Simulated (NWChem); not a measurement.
**Correlation energy of C$_{2}$HF$_{2}$**

```xyz
5

C      0.5880    -1.2994     0.0000
C      0.0660    -0.0962     0.0000
F      0.7557     1.0182     0.0000
F     -1.2228     0.1719     0.0000
H      0.2795    -2.3377     0.0000
```
Charge 0, spin multiplicity 2.

All runs are NWChem calculations. The geometry was optimised at UPBE0/def2-SVP, a minimum by its harmonic frequencies.

Basis set: cc-pVDZ. Each correlation energy counts from its own Hartree-Fock reference.

| method | correlation energy (mHa) | remark |
|---|---|---|
| URI-MP2 | -587.2 | spin-contaminated |
| UMP2 | -587.1 | spin-contaminated |
| SCS-UMP2 | -565.9 | spin-contaminated |
| CCSD on UHF | -617.2 | spin-contaminated |
| CCSD[T] on UHF | -634.5 | spin-contaminated |
| CCSD(T) on UHF | -632.9 | spin-contaminated |
| CCSD on ROHF | -624.7 | - |
| CCSD[T] on ROHF | -642.2 | - |
| CCSD(T) on ROHF | -640.8 | - |

The values span 76.3 mHa, from CCSD[T] on ROHF (lowest) to SCS-UMP2 (highest). 

The correlated methods keep 4 core orbitals frozen. The structure started from a generated list of species. The unpaired electrons of the parent sit in orbitals of symmetry a' (Cs labels of the run); other states weren't searched. The stability of the SCF solutions was not checked. Open-shell Hartree-Fock references start from PBE0 orbitals. No row is a measurement; the coupled-cluster row has its own basis-set and correlation limits.
